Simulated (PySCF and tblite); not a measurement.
C8H7F, numbered as in [CH2:1]=[CH:2][c:3]1[cH:4][cH:5][cH:6][c:7]([F:8])[cH:9]1.

Geometries PBE0-D3(BJ)/def2-SVP; weights from PBE0-D3(BJ)/def2-SVPD (IEF-PCM, chloroform) energies and GFN2-xTB thermal corrections, with symmetry numbers and mirror pairs. Conformers within 3 kcal/mol (GFN2-xTB free energy) were kept, 8 at most. Couplings: B3LYP/pcSseg-1 with pcJ-1 on H, F (gas phase; spin-dipole term only for pairs with B, N, F, Si or P). Couplings are for ¹⁹F, ¹H. Of two unlike H on one atom, a is the less shielded (WP04/pcSseg-1 (IEF-PCM, chloroform)). Codes: tblite and PySCF.

Torsions listed: C1–C2–C3–C4.

```csv
conformer,shape,weight %
1,-178°,57.1
2,2°,42.9
```

**Question.** Give the couplings in each conformer and the averages at 298.15 K (pairs that fast motion interchanges averaged).

**Answer.** 
| coupling | pairs | 1 | 2 | average (Hz) |
| --- | --- | --- | --- | --- |
| ⁶J(H1b,F8) | 1 | 0.5 | 0.7 | 0.6 |
| ⁵J(H2,F8) | 1 | 1.8 | -0.4 | 0.8 |
| ⁴J(H5,F8) | 1 | 5.3 | 5.3 | 5.3 |
| ³J(H6,F8) | 1 | 8.4 | 8.4 | 8.4 |
| ³J(F8,H9) | 1 | 10.6 | 10.0 | 10.4 |
| ²J(H1a,H1b) | 1 | 0.3 | 0.3 | 0.3 |
| ³J(H1a,H2) | 1 | 18.6 | 18.7 | 18.6 |
| ³J(H1b,H2) | 1 | 12.3 | 12.4 | 12.3 |
| ⁴J(H2,H9) | 1 | -0.8 | -0.2 | -0.5 |
| ³J(H4,H5) | 1 | 8.5 | 8.9 | 8.7 |
| ⁴J(H4,H9) | 1 | 1.2 | 1.2 | 1.2 |
| ³J(H5,H6) | 1 | 9.3 | 9.1 | 9.2 |
| ⁴J(H6,H9) | 1 | 2.2 | 2.3 | 2.2 |

Only couplings over up to 6 bonds are listed; longer-range ones, if any, are left out.

Computed couplings to fluorine can be off by tens of per cent at such levels.
